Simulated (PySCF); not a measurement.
Molecule: SMILES [Si](Cl)(Cl)(C[Si](Cl)Cl)Cl, doublet. Atoms near the plane z = 0.0 Å, at the B3LYP/def2-SVP optimised geometry (x, y, z in Å): Cl1 (2.7, -0.3, 0.0), Si2 (0.7, -0.3, 0.0), Cl3 (0.0, 1.7, 0.0), Cl8 (-2.7, -1.7, 0.2).

Method: unrestricted B3LYP/def2-TZVP run with PySCF. Cells within 0.4 Å of a nucleus heavier than hydrogen are left out (blank, or x). The values are rescaled to run from 0 to 1.

```
|33333333333333333333333333333|
|33333333333333333333333333333|
|33333333333333333333333333333|
|33333333333333333333333333333|
|33333333333322223333333333333|
|33333333333222222333333333333|
|33333333332221222333333333333|
|33333333332210133333333333333|
|33333333332221364332233333333|
|3333333333335xxx4322223333333|
|33333333333356x44322223333333|
|33333333323344586322233333333|
|33333332222234896212333322233|
|33333322222222452024446422223|
|3333332222221002x2585xx312223|
|333333332221100xx2695xx201223|
|33333333322111231136458412223|
|33333465432212220013345322233|
|332336x7532222221012333322333|
|332235xx532222221122233333333|
|33223468532222222222233333333|
|33322344432222222222233333333|
|33322333332222222222333333333|
|33333333332222222223333333333|
|33333333333333333333333333333|
|33333333333333333333333333333|
|33333333333333333333333333333|
|33333333333333333333333333333|
|33333333333333333333333333333|
```
Scale: ten equal steps from 0.000 (start of '0') to 1.00 (end of '9'), in the order '0123456789'; x runs from -5.00 to 5.00, y from -5.00 (bottom) to 5.00 (top).

Question: Which quantity is mapped?
A) log10 of the electron density
B) electrostatic potential
C) deformation density (molecule minus spherical neutral atoms)
D) Laplacian of the electron density

Answer: C, deformation density (molecule minus spherical neutral atoms). In full: deformation density (molecule minus spherical neutral atoms) (e/bohr³).
